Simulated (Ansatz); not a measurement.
A structure relaxed at PBE-D4/def2-TZVP in Ansatz, charge 0, doublet:

```tsv
atom	x (Å)	y (Å)	z (Å)
Ag1	-1.4084	1.8408	-0.2258
Ag2	0.6420	0.1861	-0.4252
Cu3	0.7663	-2.0268	0.6510
```

(1) Give its formula and point group.

(2) Summarise the bond lengths by kind (pairs closer than 1.2 times the sum of covalent radii, bridged metal pairs left out).

## Answers

(1) the cluster CuAg2. Point group Cs (tolerance 0.1 Å).

(2) 1 × Ag–Ag 2.64 Å; 1 × Ag–Cu 2.46 Å.

In the def2 sets Ag takes a core potential; there is no spin–orbit coupling. Another isomer (doublet) lies 0.13 eV lower at PBE0-D4/def2-TZVP; other spin states weren't run for this one.
